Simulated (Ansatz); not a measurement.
`[OH][Ga]([Cl])[Br]`, relaxed with RKS PBE-D4/def2-SVP in the Gaussian-basis code of Ansatz from a rough embedded geometry. The force threshold is 0.03 eV/Å; the program also tests the step.

Total charge 0; spin multiplicity 1.

Start:

```xyz
5

O    -0.352   -0.970   -0.230
Ga    0.159    0.244    0.275
Cl   -1.579    1.410   -0.418
Br    1.572    0.694    1.361
H     0.200   -1.378   -0.989
```

Problem. How much energy does the relaxation release, and in how many steps? (Estimate.)

Solution. Ansatz gave: 672.12 kJ/mol, in 8 steps, 1 of them rejected.

Problem. Which bonds change most? (Best estimate.)

Solution. Computed: Ga2–Br4 from 1.837 to 2.290 Å; O1–Ga2 from 1.411 to 1.788 Å; Ga2–Cl3 from 2.204 to 2.139 Å; O1–H5 from 1.023 to 0.977 Å.

Problem. Give the relaxed structure. (Estimate.)

Solution. The calculation gave: 
```xyz
5

O    -0.327   -1.194   -0.756
Ga   -0.130    0.363    0.100
Cl   -1.690    1.809   -0.125
Br    1.717    0.812    1.377
H     0.430   -1.790   -0.596
```
